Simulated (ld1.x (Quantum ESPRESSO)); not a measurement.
## Which setting gave this result? (Cr (Z = 24), TM)

Base potential:

* Element: chromium
* Generator: ld1.x (Quantum ESPRESSO) 7.5
* Type: norm-conserving Troullier–Martins (Kleinman–Bylander form)
* Functional: PBE
* Relativity: scalar-relativistic
* Frozen core: [Ne]
* Valence charge: 14
* Reference configuration: 3s2 3p6 3d3 4s0 4p0 (charge +3)
* Partial waves: 3s (bound): rc 1.45 bohr; 3p (bound): rc 0.95 bohr; 3d (bound): rc 0.95 bohr
* Local potential: all-electron potential smoothed inside 0.80 bohr (lloc = -1)
* Core correction: none

Cutoffs, loose and tight: the cutoffs (Ry, on a coarse ladder) from which the occupation-weighted sum of valence levels, in a spherical-Bessel basis at the reference potential, stays within 10 and 1 mRy of its value at 400 Ry. They do not see the model core or the augmentation charge, which bear on the density cutoff. Test errors are all-electron minus pseudo excitation energies from the reference, over the configurations 3s2 3p6 3d5 4s1 4p0; 3s2 3p6 3d5 4s0 4p0; 3s2 3p6 3d4 4s0 4p0; 3s2 3p6 3d5.5 4s0.5 4p0; 3s2 3p6 3d2 4s0 4p0; 3s2 3p6 3d6 4s0 4p0; 3s2 3p6 3d4 4s2 4p0; variants that change the core or the reference have their own tests. The largest error is taken over the tests solved by every variant that gives reliable tests at all, those not shown here included: 3s2 3p6 3d2 4s0 4p0; 3s2 3p6 3d4 4s0 4p0; 3s2 3p6 3d5 4s0 4p0; 3s2 3p6 3d6 4s0 4p0.

Only the scale of all radii (base = 1) is moved (1 further runs of the sweep failed or gave no value and are left out):

```json
{"scale of all radii (base = 1)": "0.88", "cutoff, loose": "230 Ry", "cutoff, tight": "260 Ry", "bound ghosts": "none", "largest test error (meV)": "+30", "median size of the test errors": "30.2 meV"}
{"scale of all radii (base = 1)": "1.05", "cutoff, loose": "180 Ry", "cutoff, tight": "200 Ry", "bound ghosts": "none", "largest test error (meV)": "+37", "median size of the test errors": "37.0 meV"}
{"scale of all radii (base = 1)": "1.2", "cutoff, loose": "140 Ry", "cutoff, tight": "180 Ry", "bound ghosts": "none", "largest test error (meV)": "+46", "median size of the test errors": "45.5 meV"}
{"scale of all radii (base = 1)": "1.3", "cutoff, loose": "120 Ry", "cutoff, tight": "140 Ry", "bound ghosts": "none", "largest test error (meV)": "+54", "median size of the test errors": "54.3 meV"}
{"scale of all radii (base = 1)": "1.39", "cutoff, loose": "120 Ry", "cutoff, tight": "140 Ry", "bound ghosts": "none", "largest test error (meV)": "+59", "median size of the test errors": "58.9 meV"}
```

Problem. One more run gave cutoff, loose: 180 Ry; cutoff, tight: 230 Ry; bound ghosts: none; largest test error (meV): +1581; median size of the test errors: 34.3 meV. Which value of the scale of all radii (base = 1) was used?

Solution. 0.99. The median size of the test errors moves one way along this sweep, from 30.2 meV at 0.88 to 58.9 meV at 1.39, which places the run between 0.88 and 1.05.
